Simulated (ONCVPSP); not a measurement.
## Transferability test, ONCV potential for Ag

Ag, optimised norm-conserving Vanderbilt (ONCV), made with ONCVPSP 4.0.1 (LDA (Perdew-Wang 92), scalar-relativistic). Core [Ar] 3d10, reference 4s2 4p6 4d10 5s1. Waves: 4s+5s: rc 1.40 bohr, ncon 4, nbas 7, qcut 9.3 1/bohr, 2 projectors; 4p: rc 1.15 bohr, ncon 4, nbas 7, qcut 6.3 1/bohr, 1 projector; 4d: rc 1.50 bohr, ncon 3, nbas 7, qcut 10.6 1/bohr, 2 projectors, debl 3.9 Ha. Local part: polynomial inside 0.80 bohr (lpopt 5, dvloc0 6 Ha). Core correction: none.

Energies are relative to the spin-unpolarised reference configuration 4s2 4p6 4d10 5s1; without spin polarisation the order of configurations can differ from experiment.

Question: Give the all-electron excitation energy and the error of the potential for: 4s2 4p6 4d10 5s0; 4s2 4p6 4d9 5s0; 4s2 4p6 4d8 5s0; 4s1 4p6 4d10 5s1.

Answer:

| valence configuration | charge | ΔE all-electron (eV) | error AE − PS (meV) |
| --- | --- | --- | --- |
| 4s2 4p6 4d10 5s0 | +1 | 8.095 | -1.2 |
| 4s2 4p6 4d9 5s0 | +2 | 30.480 | -3.2 |
| 4s2 4p6 4d8 5s0 | +3 | 66.919 | -2.5 |
| 4s1 4p6 4d10 5s1 | +1 | 102.089 | -103 |
